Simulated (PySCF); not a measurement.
## Dipole response of Hg (mercury, neutral)

[Xe] 4f14 5d10 6s1 6p1, high-spin 3P determinant (an excited configuration). Calculation: PySCF 2.14, in def2-TZVPPD with the def2 core potential (60 electrons) (6s6p3d2f1g, 62 functions); a scalar-relativistic core potential. Coupled (time-dependent) response in atomic units; α is the mean over directions.

```json
{"method": "UHF", "mean α (bohr³)": "36.74", "α xx, yy, zz": "33.16, 43.91, 33.16", "C₆ (like pair)": "350.5", "S(−4)": "504.5"}
{"method": "PBE", "mean α (bohr³)": "35.82", "α xx, yy, zz": "28.09, 51.29, 28.09", "C₆ (like pair)": "336.4", "S(−4)": "523.7"}
{"method": "PBE0", "mean α (bohr³)": "35.73", "α xx, yy, zz": "28.90, 49.40, 28.90", "C₆ (like pair)": "336.8", "S(−4)": "504.1"}
{"method": "B97-3", "mean α (bohr³)": "36.29", "α xx, yy, zz": "28.93, 51.00, 28.93", "C₆ (like pair)": "345.2", "S(−4)": "511.6"}
{"method": "CAM-B3LYP", "mean α (bohr³)": "34.51", "α xx, yy, zz": "28.45, 46.62, 28.45", "C₆ (like pair)": "323.7", "S(−4)": "457.3"}
```

S(−4) is the Cauchy moment in α(ω) = α(0) + S(−4) ω² + …

Spin-orbit coupling is absent.

α(iu) at PBE0:

```tsv
u (hartree)	α(iu) (bohr³)
0	35.73
0.0500	34.54
0.100	31.57
0.200	24.49
0.300	18.84
0.500	12.15
0.750	8.172
1.00	6.118
1.50	3.989
2.00	2.842
3.00	1.633
5.00	0.7161
```

A single London oscillator, α(iu) = α/(1 + u²/ω²), gives C₆ = (3/4) ω α². Matching the computed C₆ needs ω = 4 × 336.8 / (3 × 35.73²) = 0.352 hartree.

The components differ because the open shell of this determinant is not spherical; for a pure term their mean is the scalar polarisability.

Energies and moments cover only the electrons outside the core potential. Spin-orbit coupling, absent here, splits the open shell strongly.
